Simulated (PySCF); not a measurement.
## Adding and removing an electron: BiCl

UHF-SCS-MP2; PySCF, scalar-relativistic core potentials, basis sets Bi def2-SVPD with ECP60, Cl def2-SVPD. Neutral (UHF): triplet (π ↑↑), Re = 2.511 Å, ωe = 323 cm⁻¹, De = 2.58 eV.

BiCl⁺ (UHF): doublet (π ↑), Re = 2.393 Å, ωe = 393 cm⁻¹. The energies at the minima are -673.18833 hartree for BiCl and -672.88282 for BiCl⁺.

Question: Work out the adiabatic ionisation energy, without and with harmonic zero-point energies (1 hartree = 27.2114 eV, 1 eV = 8065.5 cm⁻¹), and the change of the bond length.

Answer: At UHF-SCS-MP2: 0.30551 hartree = 8.313 eV between the minima; the zero-point term (393.0 − 323.0)/2 cm⁻¹ = +0.004 eV makes it 8.318 eV. Re changes by -11.8 pm against the neutral. The electron leaves a π orbital, and the shorter bond of the ion fits an antibonding orbital, or a change in how ionic the bond is.

Correlated steps freeze 9 core orbitals. Correlated levels converge slowly with the basis: in double zeta they bind strong bonds too weakly, by up to about 1 eV, and carry superposition errors of some tenths. These are scalar-relativistic numbers at best; spin–orbit coupling would shift them, the dissociation energy most. States were picked by a PBE0 search and need not be the measured ground states.
